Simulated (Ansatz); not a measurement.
**Question.** Predict a relaxed structure of diphenyliodonium hydroxide, `[OH-].c1ccc([I+]c2ccccc2)cc1`, charge 0, singlet, at PBE-D4/def2-SVP (Ansatz).

**Answer.** 
Cartesian coordinates in Å:
```
O -1.6253 -0.0159 0.1752
H -1.8662 0.1796 -0.7564
C 0.0792 5.0094 0.0750
C 1.2328 4.3413 -0.3651
C 1.2666 2.9353 -0.3751
C 0.1455 2.2169 0.0561
I 0.5127 -0.0070 0.0792
C 0.1731 -2.2326 0.0165
C 1.3660 -2.9249 -0.2193
C 1.3550 -4.3308 -0.2500
C 0.1512 -5.0239 -0.0458
C -1.0374 -4.3137 0.1894
C -1.0352 -2.9074 0.2225
C -1.0129 2.8682 0.4970
C -1.0377 4.2743 0.5052
H 0.0504 6.1097 0.0810
H 2.1094 4.9131 -0.7078
H 2.1746 2.4106 -0.7239
H 2.3142 -2.3803 -0.3826
H 2.2896 -4.8825 -0.4371
H 0.1401 -6.1242 -0.0707
H -1.9809 -4.8586 0.3521
H -1.9492 -2.3275 0.4048
H -1.8745 2.2717 0.8258
H -1.9411 4.7993 0.8539
```
 This is one stationary point.

In the def2 sets I takes a core potential; there is no spin–orbit coupling.
